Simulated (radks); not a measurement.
Polarisability of the cadmium ion Cd3+, [Kr] 4d9, at imaginary frequency. All-electron calculation, non-relativistic Kohn-Sham, PBE, spin-polarised, spherical densities, point nucleus; open shells are filled with parallel spins first (spin-orbit coupling, left out, can overturn this in heavy ions); relativity is left out, which matters for an element this heavy. Program: a radial shooting solver on a logarithmic mesh with Libxc functionals. Response by self-consistent Sternheimer equations with the Hartree and adiabatic LDA kernel.

| w (hartree) | alpha1(iw) (bohr^3) |
|---|---|
| 0.00266 | 3.651 |
| 0.0143 | 3.651 |
| 0.0360 | 3.649 |
| 0.0697 | 3.641 |
| 0.118 | 3.621 |
| 0.186 | 3.578 |
| 0.280 | 3.492 |
| 0.413 | 3.332 |
| 0.605 | 3.060 |
| 0.892 | 2.642 |
| 1.35 | 2.076 |
| 2.12 | 1.404 |
| 3.59 | 0.7488 |
| 6.94 | 0.2820 |
| 17.5 | 0.06559 |

Static values: alpha1 = 3.651 bohr^3 (0.5411 angstrom^3; uncoupled 5.402). C6 = 16.14, triple-dipole C9 = 41.53 atomic units. One-pole (London) frequency 4 C6 / (3 alpha1^2) = 1.614 hartree, against 1.689 for minus the highest occupied eigenvalue.
